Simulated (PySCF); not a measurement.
## Spinor energies of Rb²⁸⁺ (rubidium, charge +28)

Start: [He] 2s2 2p5; 2p1/2 filled at m_j = -1/2, +1/2; 2p3/2 filled at m_j = -1/2, +1/2, +3/2. Calculated with PySCF 2.14 in an uncontracted even-tempered set (17 s from 9.7 bohr⁻², ratio 2.4; 12 p from 13 bohr⁻², ratio 2.4; 5 d from 50 bohr⁻², ratio 2.6; 4 f from 74 bohr⁻², ratio 2.6): generalised Hartree-Fock with the X2C-1e Hamiltonian and a Gaussian nucleus; one run each with spin-orbit coupling (SO) switched off, then screened by Boettger's factors.

```
spinor shell  electrons  ε, spin-free (eV)  ε, screened SO (eV)  weight of nominal j (screened SO)  rms radius, screened SO (bohr)
       1s1/2          2           -16852.9             -16851.1                              1.000                          0.0463
       2s1/2          2            -3517.2              -3516.7                              1.000                           0.186
       2p1/2          2            -3307.2              -3350.4                              0.990                           0.162
       2p3/2          3            -3307.2              -3286.1                              0.993                           0.166
```

| quantity | spin-free | screened SO |
| --- | --- | --- |
| E (hartree) | -2351.43987 | -2352.37836 |
| M_J | 3/2 | 3/2 |
| ⟨J²⟩ | 3.750 | 3.750 |
| ⟨L²⟩ | 2.000 | 2.001 |
| ⟨S²⟩ | 0.750 | 0.751 |

Each row is a mean over spinors that exchange with the open shell spreads, by up to 28.871 eV (2s1/2).

Breit and QED terms are absent; they matter most for the inner s and p1/2 levels.

Densities and radii are taken from the X2C orbitals without a picture-change correction, which distorts them close to the nucleus.

Without spin-orbit coupling the j labels of p, d and f shells carry no meaning; the spin-free column gives the mean over the occupied spinors of each nl shell.
